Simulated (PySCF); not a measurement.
C₆ coefficients of unlike pairs at PBE

Calculated with PySCF 2.14 from the dipole response of each species, C₆(A,B) = (3/π) ∫ α_A(iu) α_B(iu) du, in atomic units, from isotropic polarisabilities. For ions this is the dispersion term alone; charge-induced terms of lower order in 1/R come first.

```json
{"species": "Cr²⁺", "configuration": "[Ar] 3d4 (5D)", "basis": "aug-cc-pwCVTZ (10s9p7d4f3g)", "relativity": "none", "α (bohr³)": "4.541", "C₆ (like pair)": "13.62"}
{"species": "Te³⁺", "configuration": "[Kr] 4d10 5s2 5p1 (2P)", "basis": "aug-cc-pVTZ-PP with ECP28MDF (6s5p4d2f)", "relativity": "core potential", "α (bohr³)": "10.36", "C₆ (like pair)": "50.48"}
{"species": "Cu⁺", "configuration": "[Ar] 3d10 (1S)", "basis": "aug-cc-pVDZ-PP with ECP10MDF (5s5p4d2f)", "relativity": "core potential", "α (bohr³)": "6.313", "C₆ (like pair)": "14.70"}
{"species": "Xe⁺", "configuration": "[Kr] 4d10 5s2 5p5 (2P)", "basis": "x2c-TZVPPall with one added diffuse shell each of s, p, d, f type (9s7p5d3f)", "relativity": "spin-free X2C", "α (bohr³)": "18.26", "C₆ (like pair)": "160.3"}
```

(1) Estimate C₆ for Cu⁺ with Te³⁺.

No spin-orbit coupling is included.

The other pairs:

```csv
pair,C₆
"Xe⁺, Te³⁺",89.94
"Te³⁺, Cr²⁺",25.50
"Xe⁺, Cr²⁺",45.54
"Cu⁺, Cr²⁺",13.87
"Xe⁺, Cu⁺",47.43
```

## Answers

(1) The integral gives 26.59. The combination rule 2 C_A C_B / (C_A α_B/α_A + C_B α_A/α_B) gives 27.04 and the geometric mean 27.24.
